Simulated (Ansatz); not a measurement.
Coupled-cluster run, C$_{3}$H$_{10}$OSi, SMILES `CCO[SiH2]C`.

```yaml
crystal:
  periodic: [false, false, false]
  atoms:
    - {symbol: C, position_ang: [-0.426723, 1.482702, 2.050825]}
    - {symbol: C, position_ang: [-0.333546, 0.104589, 1.444835]}
    - {symbol: O, position_ang: [-0.020230, 0.216413, 0.071439]}
    - {symbol: Si, position_ang: [0.180573, -1.092666, -0.905438]}
    - {symbol: C, position_ang: [0.578237, -0.464567, -2.605703]}
    - {symbol: H, position_ang: [-0.669805, 1.416442, 3.114036]}
    - {symbol: H, position_ang: [0.522145, 2.012104, 1.944153]}
    - {symbol: H, position_ang: [-1.203008, 2.067258, 1.553149]}
    - {symbol: H, position_ang: [-1.285615, -0.429300, 1.569022]}
    - {symbol: H, position_ang: [0.438830, -0.483909, 1.958791]}
    - {symbol: H, position_ang: [1.279445, -1.954520, -0.376695]}
    - {symbol: H, position_ang: [-1.064681, -1.916804, -0.911418]}
    - {symbol: H, position_ang: [1.492301, 0.133003, -2.593349]}
    - {symbol: H, position_ang: [-0.233788, 0.157822, -2.987810]}
    - {symbol: H, position_ang: [0.724066, -1.299068, -3.296435]}
basis:
  gaussian: {orbitals: def2-SVP}
correlation: {method: ccsd_t}
```

```sh
$ ansatz run in.yaml --threads 4 --pin off --events-out ev --progress --plain --max-ram 10444MiB
```

The program prints (abridged):

```
Functional definition: HF
1252 factors; integrals over basis functions are off by at most 1.3e-3 eV
mean field evaluation 1: about -13140.4257 eV, gradient 3.7e1 eV
mean field evaluation 2: about -13140.4297 eV, gradient 3.7e1 eV
mean field evaluation 4: about -13143.8756 eV, gradient 4.5e0 eV
mean field evaluation 8: about -13143.9295 eV, gradient 1.3e-4 eV
mean field -13143.92950768 eV, -483.0305001318 hartree, gradient 1.3e-6 eV, S^2 0.000000; 0 other end points of the search recorded, 0 dependent functions left out
9 core orbitals not correlated: weight in the atoms' cores, before any rotation towards them, 1.000 or more for the frozen orbitals, at most 0.000 for the correlated occupied ones
reference -13143.92950768 eV, -483.0305001318 hartree; 16, 16 occupied and 99, 99 virtual orbitals, 1252 factors
second order -19.50554325 eV of doubles, -0.00000000 eV of singles
cycle   1  -20.67270428 eV  change    -1.2e0 eV  update   9.6e-2
cycle   2  -21.21941052 eV  change   -5.5e-1 eV  update   2.8e-2
cycle   3  -21.33001008 eV  change   -1.1e-1 eV  update   1.3e-2
cycle   4  -21.32936657 eV  change    6.4e-4 eV  update   2.7e-3
cycle   5  -21.32967464 eV  change   -3.1e-4 eV  update   9.6e-4
cycle   6  -21.32976265 eV  change   -8.8e-5 eV  update   2.6e-4
cycle   7  -21.32966318 eV  change    9.9e-5 eV  update   9.4e-5
cycle   8  -21.32965161 eV  change    1.2e-5 eV  update   3.0e-5
perturbative correction -0.55200618 eV, -0.0202858530 hartree
Total energy: -13165.81116547 eV, -483.8346362238 hartree
```

Run time 7.5 s (4 threads of an AMD EPYC 7B13 on a shared host); peak host memory 0.77 GiB.

Correlation energy per correlated electron: -0.684 eV. T1 diagnostic: 0.0095.
